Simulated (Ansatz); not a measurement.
Mulliken charges of H₄MoN₂O₂, SMILES `[NH]=[Mo](=[NH])([OH])[OH]` from B3LYP/def2-TZVPP in Ansatz (PBE0-D4/def2-TZVP geometry).

```
atom   x (Å)   y (Å)   z (Å)  charge (e)
  N1  -0.621  -0.103  -1.529      -0.622
 Mo2  -0.061  -0.040   0.101       1.543
  N3   1.562   0.540   0.186      -0.622
  O4  -0.080  -1.786   0.830      -0.528
  O5  -1.192   1.147   1.047      -0.528
  H6  -0.533   0.017  -2.528       0.171
  H7   2.427   0.885  -0.205       0.171
  H8  -0.616  -2.458   0.401       0.207
  H9  -0.798   1.750   1.682       0.207
```

Q: By hand: the dipole of these point charges (1 e Å = 4.8032 D).

A: Σ q r = (0.023, 0.012, -0.036) e Å, of length 0.044 e Å = 0.21 D.

Q: How does the dipole of the full density compare? (Estimate.)

A: Computed: (0.169, 0.083, -0.248) e Å, 1.50 D; the point charges give 0.14 times that, at 2° from its direction.

Point charges leave out the atoms' own dipoles, such as those of lone pairs, and Mulliken's split depends on the basis, so the two needn't agree.

B3LYP here is the variant with VWN-RPA as its local correlation; programs differ in this.
